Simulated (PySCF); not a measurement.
## Frontier orbitals and the lowest excitations

Compound: BrClH8Si4.
SMILES with atom numbers: `[SiH3:1][Si:2]([SiH3:3])([Cl:4])[SiH2:5][Br:6]` (hydrogens: H7, H8, H9 on Si1; H10, H11, H12 on Si3; H13, H14 on Si5)

Structure used (PBE0-D3(BJ)/def2-SVP), in Å, numbered top down from 1:
```
atom  x, y, z in Å
Si1    2.0925   -0.7872    0.3316
Si2   -0.0530   -0.1084   -0.3237
Si3   -1.7452   -1.3295    0.7437
Cl4   -0.2422   -0.3937   -2.3940
Si5   -0.3301    2.1730    0.0991
Br6   -0.0606    2.3457    2.3182
H7     2.3006   -2.2070   -0.0846
H8     3.1148    0.0824   -0.3248
H9     2.2154   -0.6780    1.8160
H10   -1.6083   -1.1783    2.2234
H11   -1.6128   -2.7710    0.3738
H12   -3.0794   -0.8200    0.3054
H13    0.7020    3.0166   -0.5693
H14   -1.6939    2.6669   -0.2469
```

Computed, not measured: TDDFT CAM-B3LYP/def2-SVPD, vertical, gas phase, core orbitals frozen in the response in PySCF. The CAM-B3LYP/def2-SVPD calculation is non-relativistic and has no spin–orbit coupling, an omission that weighs most on bromine.

Kohn–Sham orbitals with the atoms that hold most of them (Löwdin shares over 4%, at most four atoms; ? is withheld):

```json
{"orbital": "HOMO-3", "ε (eV)": "-10.34", "atoms": "Br6 61%, Cl4 14%, Si5 8%, Si2 7%"}
{"orbital": "HOMO-2", "ε (eV)": "-9.90", "atoms": "Br6 78%, Si5 12%, H14 4%, H13 4%"}
{"orbital": "HOMO-1", "ε (eV)": "-9.22", "atoms": "?"}
{"orbital": "HOMO", "ε (eV)": "-9.02", "atoms": "Br6 24%, Si2 21%, Si5 19%, Cl4 15%"}
{"orbital": "LUMO", "ε (eV)": "-0.40", "atoms": "?"}
{"orbital": "LUMO+1", "ε (eV)": "0.43", "atoms": "Si2 21%, Si1 19%, Si3 18%, Si5 9%"}
{"orbital": "LUMO+2", "ε (eV)": "0.52", "atoms": "Si5 22%, Si2 19%, Si3 13%, Si1 13%"}
```

Task: Which atoms hold the HOMO-1, and with what shares?

Result: Si2 (bonded to Cl and 3 Si) 26%; Cl4 (bonded to Si) 21%; Si1 (bonded to Si and 3 H) 18%; Si3 (bonded to Si and 3 H) 17%. By element: silicon 62% or more, chlorine 21%.

Task: Give the leading atoms of the LUMO.

Result: Si2 (bonded to Cl and 3 Si) 23%; Si5 (bonded to Br, Si and 2 H) 19%; Cl4 (bonded to Si) 16%; Br6 (bonded to Si) 15%. By element: silicon 42% or more, chlorine 16%, bromine 15%.

Task: The HOMO–LUMO gap is 8.61 eV. Where does the response calculation put the lowest singlet, and from which orbitals?

Result: S1 is at 5.37 eV (f = 0.0064), 3.24 eV below the gap, made of HOMO→LUMO (95%). Without the coupling terms of the response equations the lowest excitation would equal the gap.

Task: One configuration dominates each of S1 and S2. Which, and how do the shares of the two leading atoms of either orbital change from the occupied to the empty one?

Result: 
- S1 (5.37 eV, f 0.0064), HOMO→LUMO (95%): Br6 24% → 15%, Si2 21% → 23%, Si5 19% → 19%
- S2 (5.59 eV, f 0.0006), HOMO-1→LUMO (91%): Si2 26% → 23%, Cl4 21% → 16%, Si5 at most 18% → 19%

Löwdin shares depend on the basis, the more so with diffuse functions.

One conformer stands for the species.
